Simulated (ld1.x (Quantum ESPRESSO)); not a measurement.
**Which change was made? (O, RRKJ)**

O (Z = 8), norm-conserving RRKJ (Kleinman–Bylander form), made with ld1.x (Quantum ESPRESSO) 7.5 (PBEsol, scalar-relativistic). Core [He], reference 2s2 2p3 (charge +1). Waves: 2p (bound): rc 1.95 bohr; 2s (bound): rc 0.85 bohr. Local part: the s channel. Core correction: Bessel-smoothed model core inside 0.70 bohr. rho0 = 0.02.

Cutoffs, loose and tight: the cutoffs (Ry, on a coarse ladder) from which the occupation-weighted sum of valence levels, in a spherical-Bessel basis at the reference potential, stays within 10 and 1 mRy of its value at 400 Ry. They do not see the model core or the augmentation charge, which bear on the density cutoff. Test errors are all-electron minus pseudo excitation energies from the reference, over the configurations 2s2 2p4; 2s2 2p2; 2s2 2p1; 2s2 2p0; 2s1 2p4; 2s1 2p5; 2s2 2p4.3; variants that change the core or the reference have their own tests.

The base gives: outcome: generated; cutoff, loose: 80 Ry; cutoff, tight: 180 Ry; bound ghosts: none; largest test error (meV): +5848.

**Question.** After one change the result is: outcome: generated; cutoff, loose: 45 Ry; cutoff, tight: 100 Ry; bound ghosts: none; largest test error (meV): +15121. Which change was it?
A. all radii but the core radius scaled by about 0.85 (s 0.72, p 1.66 bohr)
B. all radii but the core radius scaled by about 1.14 (s 0.96, p 2.22 bohr)
C. all radii but the core radius scaled by about 0.77 (s 0.66, p 1.50 bohr)
D. all radii but the core radius scaled by about 1.41 (s 1.20, p 2.74 bohr)

**Answer.** D. The others give: all radii but the core radius scaled by about 1.14 (s 0.96, p 2.22 bohr) → outcome: generated; cutoff, loose: 70 Ry; cutoff, tight: 160 Ry; bound ghosts: none; largest test error (meV): +8748 | all radii but the core radius scaled by about 0.85 (s 0.72, p 1.66 bohr) → outcome: generated; cutoff, loose: 80 Ry; cutoff, tight: 200 Ry; bound ghosts: none; largest test error (meV): +3099 | all radii but the core radius scaled by about 0.77 (s 0.66, p 1.50 bohr) → outcome: generated; cutoff, loose: 140 Ry; cutoff, tight: 230 Ry; bound ghosts: none; largest test error (meV): +2104.
